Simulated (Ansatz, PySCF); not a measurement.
Pair of molecules: NH3 (SMILES N) (first 4 atoms) with C2H6O (SMILES CCO); geometry from B3LYP-D3(BJ)/def2-TZVP, rigid monomers moved along the line of their centres of mass till N1···H13 is 2.23 Å.
(charge 0, multiplicity 1):
```xyz
13

N      0.0276    -0.0664     0.4609
H     -0.9204    -0.3453     0.2349
H      0.2749     0.7025    -0.1520
H      0.6387    -0.8444     0.2399
C     -0.1261    -1.2460     4.5164
C     -0.5082     0.2181     4.3398
O      0.3759     0.9182     3.4864
H     -0.7982    -1.7441     5.2205
H      0.8949    -1.3285     4.8932
H     -0.1798    -1.7792     3.5639
H     -1.5438     0.2890     3.9767
H     -0.4747     0.7290     5.3049
H      0.2694     0.5681     2.5805
```

Counterpoise-corrected where a basis set is named; no monomer relaxation. Rows marked so take none.

Frozen-core correlation. Rows in 6-31G*, STO-3G carry no dispersion term and start afresh at each structure (6-31G* with six Cartesian d functions). MP2/6-31G* freezes PySCF's default core.

Run with Ansatz (Gaussian basis) for Hartree–Fock, density functionals and correlated methods; PySCF for 6-31G* rows, STO-3G rows, the dispersion terms. 

| level | interaction energy (kcal/mol) |
|---|---|
| HF/STO-3G (no counterpoise) | -4.90 |
| HF/aug-cc-pVDZ | -4.38 |
| r2SCAN/def2-TZVPPD | -6.02 |
| r2SCAN-D3(BJ)/def2-TZVPPD | -6.36 |
| B3LYP-D4/def2-TZVPPD | -6.32 |
| wB97M-V/def2-TZVPPD | -6.15 |
| MP2/6-31G* | -6.70 |
| SCS-MP2/aug-cc-pVDZ | -5.24 |
| CCSD(T)/aug-cc-pVDZ | ___ |

Q: Complete the blanks.

A: 
- CCSD(T)/aug-cc-pVDZ, interaction energy (kcal/mol): -5.69

Ansatz is a program for electronic structure.
